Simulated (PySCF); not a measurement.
Sb⁺ (antimony, charge +1) across methods

[Kr] 4d10 5s2 5p2, high-spin 3P determinant. All numbers are calculated (PySCF 2.14, the spin-free X2C one-electron Hamiltonian (Gaussian nucleus), in aug-cc-pVQZ-DK3 (9s8p6d3f2g, 102 functions)).

| method | E (hartree) | mean ε 5s α (eV) | mean ε 5s β (eV) | mean ε 5p α (eV) | Σ⟨r²⟩ (bohr²) | ⟨S²⟩ |
| --- | --- | --- | --- | --- | --- | --- |
| HSE06 | -6479.75 | -22.311 | -20.387 | -13.258 | 47.73 | 2.003 |
| UHF | -6477.39543 | -26.700 | -22.303 | -16.397 | 48.29 | 2.010 |
| PW91 | -6480.68 | -21.227 | -19.837 | -12.613 | 47.69 | 2.002 |
| PBE0 | -6479.82 | -22.755 | -20.687 | -13.690 | 47.67 | 2.003 |
| r2SCAN | -6480.17 | -21.680 | -19.798 | -12.937 | 47.59 | 2.004 |
| LDA | -6473.96 | -21.399 | -20.198 | -12.636 | 47.58 | 2.001 |
| PBE | -6479.75 | -21.144 | -19.752 | -12.561 | 47.73 | 2.002 |

Q: Estimate the same row for TPSSh.

A: E (hartree) = -6479.90; mean ε 5s α (eV) = -21.901; mean ε 5s β (eV) = -19.977; mean ε 5p α (eV) = -13.104; Σ⟨r²⟩ (bohr²) = 47.66; ⟨S²⟩ = 2.003.
